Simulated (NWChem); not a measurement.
CH4N2SSr

```xyz
9

Sr    -0.0397    -0.1227     0.2722
S     -0.0221    -2.8459    -0.2698
H      1.2996    -2.9107    -0.5528
C      0.0345     2.6488    -0.3201
N     -1.1374     2.0423    -0.2082
N      1.1688     1.9930    -0.1215
H      0.0680     3.7254    -0.5887
H     -1.9159     2.6621    -0.4021
H      1.9849     2.5799    -0.2524
```
Atoms are numbered in this order, from 1.

All runs: NWChem. Structure relaxed at the PBE0/def2-SVP level. No frequency run checked for a minimum. def2 effective core potentials on Sr; no spin-orbit coupling. Vertical excitations in the gas phase; the lowest state need not have the same character in each row.

For level PBE/def2-SVP, full TDDFT:

```yaml
lowest excitation, singlet (eV): 2.79
orbital gap (eV): 2.77
```

What are these values for level B3LYP/def2-SVP, full TDDFT?


| Quantity | Result |
|---|---|
| lowest excitation, singlet (eV) | 3.13 |
| orbital gap (eV) | 3.97 |
